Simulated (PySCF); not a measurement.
Compound: C5H7FO.
Z-matrix (Å and degrees, GFN2-xTB geometry), rows numbered from 1:
```
C 
C   1  1.5087
O   2  1.2120  1  122.23
C   2  1.4686  1  113.32  3  -179.94
C   4  1.3360  2  125.13  1  -179.85
C   5  1.4783  4  129.71  2    -0.12
F   5  1.3518  4  117.39  2   179.83
H   1  1.0882  2  109.80  3  -120.52
H   1  1.0864  2  110.07  3     0.19
H   1  1.0881  2  109.60  3   120.81
H   4  1.0803  2  116.62  1     0.04
H   6  1.0901  5  109.46  4   122.34
H   6  1.0848  5  109.96  4     1.07
H   6  1.0902  5  109.54  4  -119.96
```

Structure optimised with GFN2-xTB, isolated species.

Masses are those of the commonest isotopes; rigid-rotor values at the optimised geometry. The values belong to one conformer with, in the numbering `[CH3:1][C:2](=[O:3])/[CH:4]=[C:5](\[CH3:6])[F:7]`, C1–C2–C4–C5 180°.

**Question.** Give the principal moments of inertia and the rotational constants in MHz.

**Answer.** Ia = 96.57, Ib = 306.83, Ic = 397.15 u·Å²; 505379 MHz·u·Å²/I gives A = 5233, B = 1647, C = 1273 MHz.

**Question.** Classify the top.

**Answer.** An asymmetric top. Ray's parameter κ = (2B − A − C)/(A − C) = -0.811; −1 is the prolate and +1 the oblate limit.

**Question.** What does the inertial defect say?

**Answer.** Not planar: Δ = Ic − Ia − Ib = -6.25 u·Å². For a rigid frame Δ = −2 Σ m c², so Σ m c² = 3.12 u·Å² lies off the ab plane, practically all of it from hydrogen. The atom farthest from that plane is 0.89 Å away.

**Question.** Give the other two planar moments, Paa and Pbb, and the rms extents of the mass along the axes.

**Answer.** Paa = Σ m a² = (Ib + Ic − Ia)/2 = 303.71 and Pbb = Σ m b² = (Ia + Ic − Ib)/2 = 93.45 u·Å². With the mass M = 102.05 u, the rms extents √(P/M) along a, b and c are 1.73, 0.96, 0.17 Å.

**Question.** Where do the levels up to J = 3 lie, in K?

**Answer.** Above 0(0,0), as E/k:
J = 1: 1(0,1) 0.140, 1(1,1) 0.312, 1(1,0) 0.330
J = 2: 2(0,2) 0.419, 2(1,2) 0.574, 2(1,1) 0.628, 2(2,1) 1.145, 2(2,0) 1.146
J = 3: 3(0,3) 0.834, 3(1,3) 0.967, 3(1,2) 1.075, 3(2,2) 1.565, 3(2,1) 1.572, 3(3,1) 2.471, 3(3,0) 2.471

Not checked by GFN2-xTB frequencies. Zero-point vibration and centrifugal distortion are left out.

The numbers are calculated, not measured.
